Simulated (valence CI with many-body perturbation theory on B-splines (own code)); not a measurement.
# Er XXVIII: calculated level list

Calculated by relativistic CI+MBPT: five valence electrons over a frozen Dirac-Fock core [Kr], radial functions for each j: 7 s, 7 p, 8 d, 6 f, 4 g, 1 h, with the one-electron correlation potential Σ1, the two-electron term Σ2, the three-electron term Σ3, Breit, model QED; selected CI, second order for the rest (own B-spline code, finite nucleus).

The last digits are not significant, and no measured levels were compared; by estimate large intervals hold to a few tenths of a per cent, small ones and those within an open d or f shell to about a per cent. Only levels of the ground parity were solved; by the run's estimate the other parity begins above the list, which can be wrong where configurations are misplaced.

Levels 1 to 37 of 37, with energies above the lowest level, (4d3/2^4 4d5/2) J=5/2. "Leading %" is the weight of the configuration and term that name the level; weights of strongly mixed levels are sums over their largest components and can fall short. In the jj column 3d3/2^4 stands for four electrons in 3d with j = 3/2.

```tsv
No.	Configuration	Term	J	E (cm⁻¹)	Leading %	Leading jj	g	Second component
1	4d⁵	⁴P	5/2	0	30	4d3/2^4 4d5/2 (79 %)	1.512	29 % 4d⁵ ⁶S
2	4d⁵	⁶S	5/2	58022	36	4d3/2^3 4d5/2^2 (70 %)	1.277	24 % 4d⁵ ²F
3	4d⁵	⁴G	7/2	89979	40	4d3/2^3 4d5/2^2 (97 %)	1.153	22 % 4d⁵ ⁴D
4	4d⁵	⁴D	3/2	93058	43	4d3/2^3 4d5/2^2 (96 %)	1.234	33 % 4d⁵ ⁴P
5	4d⁵	⁴G	11/2	96341	44	4d3/2^3 4d5/2^2 (95 %)	1.136	36 % 4d⁵ ²H
6	4d⁵	⁴G	9/2	105320	44	4d3/2^3 4d5/2^2 (89 %)	1.151	21 % 4d⁵ ²G
7	4d⁵	⁴D	5/2	109850	37	4d3/2^3 4d5/2^2 (78 %)	1.139	18 % 4d⁵ ⁴G
8	4d⁵	⁴P	1/2	114990	52	4d3/2^3 4d5/2^2 (79 %)	1.813	24 % 4d⁵ ⁴D
9	4d⁵	²F	7/2	126020	36	4d3/2^3 4d5/2^2 (91 %)	1.106	26 % 4d⁵ ²G
10	4d⁵	²D	5/2	148160	34	4d3/2^2 4d5/2^3 (70 %)	1.234	20 % 4d⁵ ⁴G
11	4d⁵	²D	3/2	156510	52	4d3/2^3 4d5/2^2 (69 %)	0.787	25 % 4d⁵ ⁴F
12	4d⁵	⁴D	7/2	163910	50	4d3/2^2 4d5/2^3 (94 %)	1.217	35 % 4d⁵ ⁴G
13	4d⁵	²I	11/2	168460	54	4d3/2^2 4d5/2^3 (96 %)	1.073	42 % 4d⁵ ⁴G
14	4d⁵	⁴G	9/2	173500	49	4d3/2^2 4d5/2^3 (89 %)	1.147	41 % 4d⁵ ²G
15	4d⁵	⁴D	1/2	177730	73	4d3/2^2 4d5/2^3 (94 %)	0.616	14 % 4d⁵ ⁴P
16	4d⁵	²I	13/2	183500	100	4d3/2^2 4d5/2^3 (100 %)	1.074	
17	4d⁵	⁴P	3/2	184140	52	4d3/2^2 4d5/2^3 (93 %)	1.199	32 % 4d⁵ ⁴F
18	4d⁵	²F	5/2	188430	41	4d3/2^2 4d5/2^3 (91 %)	1.015	25 % 4d⁵ ⁴D
19	4d⁵	²H	9/2	204500	52	4d3/2^2 4d5/2^3 (99 %)	1.109	47 % 4d⁵ ⁴F
20	4d⁵	²G	7/2	208920	61	4d3/2^2 4d5/2^3 (98 %)	0.989	34 % 4d⁵ ²F
21	4d⁵	⁴F	5/2	212240	59	4d3/2^2 4d5/2^3 (94 %)	1.040	23 % 4d⁵ ²D
22	4d⁵	²D	3/2	218930	87	4d3/2^2 4d5/2^3 (70 %)	0.823	5 % 4d⁵ ⁴F
23	4d⁵	²S	1/2	228990	42	4d3/2^2 4d5/2^3 (66 %)	1.840	30 % 4d⁵ ⁴P
24	4d⁵	²F	7/2	229800	42	4d3/2^2 4d5/2^3 (88 %)	1.054	40 % 4d⁵ ²G
25	4d⁵	²G	9/2	249300	68	4d3/2^2 4d5/2^3 (87 %)	1.104	17 % 4d⁵ ²H
26	4d⁵	⁴P	5/2	250090	36	4d3/2 4d5/2^4 (86 %)	1.239	26 % 4d⁵ ²F
27	4d⁵	⁴F	7/2	272070	33	4d3/2 4d5/2^4 (97 %)	1.194	30 % 4d⁵ ²F
28	4d⁵	²H	11/2	279600	60	4d3/2 4d5/2^4 (98 %)	1.069	26 % 4d⁵ ²I
29	4d⁵	²D	3/2	281130	49	4d3/2 4d5/2^4 (81 %)	0.925	22 % 4d⁵ ⁴D
30	4d⁵	²D	5/2	289010	65	4d3/2^2 4d5/2^3 (57 %)	1.135	22 % 4d⁵ ²F
31	4d⁵	²P	3/2	290780	75	4d3/2^2 4d5/2^3 (80 %)	1.199	14 % 4d⁵ ²D
32	4d⁵	²G	9/2	299040	69	4d3/2 4d5/2^4 (85 %)	1.112	13 % 4d⁵ ²H
33	4d⁵	²D	5/2	309750	66	4d3/2 4d5/2^4 (54 %)	1.112	22 % 4d⁵ ²F
34	4d⁵	²G	7/2	316630	63	4d3/2 4d5/2^4 (91 %)	0.983	28 % 4d⁵ ²F
35	4d⁵	²P	1/2	341380	68	4d3/2 4d5/2^4 (78 %)	1.057	26 % 4d⁵ ²S
36	4d⁵	²D	3/2	378930	76	4d3/2 4d5/2^4 (89 %)	0.880	18 % 4d⁵ ²P
37	4d⁵	²D	5/2	387500	57	4d5/2^5 (78 %)	1.158	18 % 4d⁵ ²F
```

The ionisation energy to 4d⁴ ³P0 of the next ion comes out as 990.01 eV (NIST: 989 ± 4 eV (theoretical)). All 37 levels together are meant to be complete up to 403270 cm⁻¹.
